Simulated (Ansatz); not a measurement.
Cartesian coordinates in Å:
```
C -0.971 -0.402 -1.202
N -0.337 0.011 0.044
Si 1.224 -0.603 0.465
P -0.977 1.418 0.775
H -2.051 -0.238 -1.145
H -0.594 0.143 -2.076
H -0.801 -1.468 -1.372
H 1.371 -0.547 1.941
H 2.339 0.180 -0.143
H 1.319 -2.006 -0.021
H -0.609 1.150 2.121
H 0.086 2.363 0.614
```

Charge 0, multiplicity 1.

**Question.** List the CAM-B3LYP/def2-TZVPP orbital energies in eV (Ansatz). (Best estimate.)

**Answer.** Ansatz gave: Occupied: -2099.21, -1801.09, -391.39, -279.65, -180.40, -145.64, -130.40, -130.36, -130.26, -100.98, -100.96, -100.95, -26.57, -21.05, -18.68, -16.65, -14.26, -14.11, -13.48, -12.23, -11.66, -11.19, -11.10, -8.83, -8.28. Lowest empty: 0.93, 1.98, 2.10, 2.32, 2.54, 2.76, 3.12, 3.33.
